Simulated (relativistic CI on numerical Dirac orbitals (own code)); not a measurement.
**Sensitivity of the levels of Kr XIV to α and to the nuclear radius**

Computed by Dirac-Coulomb-Breit CI, separate exchange-only KLI orbitals for each configuration, derivatives by finite differences, unscaled Slater integrals, QED left out (own radial code, finite nucleus).

Configuration list (outside the closed core [Ne]): 3s2.3p6.3d5, 3s2.3p5.3d6, 3s2.3p4.3d7, 3s.3p6.3d6, 3p6.3d7, 3s2.3p6.3d4.4s, 3s2.3p6.3d4.4p, 3s2.3p6.3d3.4s2. Levels of other configurations are missing.

With x = (α/α₀)² − 1 an excitation energy changes as ω = ω₀ + qx; K = 2q/ω₀ is the relative enhancement. Terms are leading LS components, so labels can repeat. The field-shift factor is F = δν/δ⟨r²⟩ for the transition from the lowest level.

Lowest level 3s2.3p6.3d5 6S_5/2.

| Level | ω₀ (cm⁻¹) | q (cm⁻¹) | K | F (GHz/fm²) |
| --- | --- | --- | --- | --- |
| 3s2.3p6.3d5 4G_5/2 | 78274.7 | -8359 | -0.214 | 0.045 |
| 3s2.3p6.3d5 4G_11/2 | 80476.0 | -785.5 | -0.0195 | 0.0858 |
| 3s2.3p6.3d5 4G_7/2 | 80515.2 | -1452 | -0.0361 | 0.0815 |
| 3s2.3p6.3d5 4G_9/2 | 81259.1 | 429.7 | 0.0106 | 0.0908 |
| 3s2.3p6.3d5 4P_5/2 | 81363.4 | -3363 | -0.0827 | 0.0621 |
| 3s2.3p6.3d5 4P_3/2 | 82862.6 | -3999 | -0.0965 | 0.0555 |
| 3s2.3p6.3d5 4P_1/2 | 85092.3 | -535.5 | -0.0126 | 0.0724 |
| 3s2.3p6.3d5 4D_7/2 | 95387.1 | -287.6 | -0.00603 | 0.0795 |
| 3s2.3p6.3d5 4D_1/2 | 98739.6 | 4901 | 0.0993 | 0.103 |
| 3s2.3p6.3d5 4D_5/2 | 99183.3 | 4196 | 0.0846 | 0.103 |
| 3s2.3p6.3d5 4D_3/2 | 99821.2 | 6285 | 0.126 | 0.111 |
| 3s2.3p6.3d5 2D_5/2 | 116249.0 | -524.2 | -0.00902 | 0.102 |
| 3s2.3p6.3d5 2I_11/2 | 116846.9 | -3344 | -0.0572 | 0.132 |
| 3s2.3p6.3d5 2I_13/2 | 119563.7 | 1312 | 0.0219 | 0.154 |
| 3s2.3p6.3d5 2D_3/2 | 120419.5 | -1184 | -0.0197 | 0.103 |
| 3s2.3p6.3d5 2F_7/2 | 124602.2 | -2579 | -0.0414 | 0.103 |
| 3s2.3p6.3d5 4F_9/2 | 128113.8 | -3273 | -0.0511 | 0.129 |
| 3s2.3p6.3d5 4F_5/2 | 130724.6 | 2492 | 0.0381 | 0.151 |
| 3s2.3p6.3d5 4F_7/2 | 132807.6 | 7349 | 0.111 | 0.176 |
| 3s2.3p6.3d5 4F_3/2 | 135268.4 | 8506 | 0.126 | 0.177 |
| 3s2.3p6.3d5 2H_9/2 | 137481.0 | 449.6 | 0.00654 | 0.16 |
| 3s2.3p6.3d5 2F_5/2 | 141047.8 | 18110 | 0.257 | 0.208 |
| 3s2.3p6.3d5 2G_7/2 | 144502.8 | 3490 | 0.0483 | 0.149 |

At this charge energies of transitions that change n are usually good to better than 1 %, and those within a shell (Δn = 0) to a few per cent. Terms inside the open d or f shell come out 10 to 20 % too wide with unscaled integrals.
